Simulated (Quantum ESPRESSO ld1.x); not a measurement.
Problem. Ag+, 46 electrons, occupied as [Kr] 4d10. All-electron calculation, scalar-relativistic Kohn-Sham, BLYP, spin-unpolarised, spherical densities, point nucleus. Program: ld1.x of Quantum ESPRESSO 7.5. Some entries of the table are withheld. Estimate them.

orbital  occ.  eigenvalue (hartree)  <r> (bohr)  r(max) (bohr)
1s          2                   (1)     0.03111        0.02016
2s          2              -137.381      0.1349         0.1140
2p          6              -123.269      0.1177        0.09112
3s          2              -25.4200      0.3687         0.3326
3p          6              -20.7862      0.3677         0.3258
3d         10              -13.4752      0.3458         0.2737
4s          2              -3.79391         (2)         0.8222
4p          6              -2.45332       1.001         0.8763
4d         10              -0.57270         (3)          1.036

Solution. 
(1) 1s eigenvalue (hartree): -931.337
(2) 4s <r> (bohr): 0.9118
(3) 4d <r> (bohr): 1.392
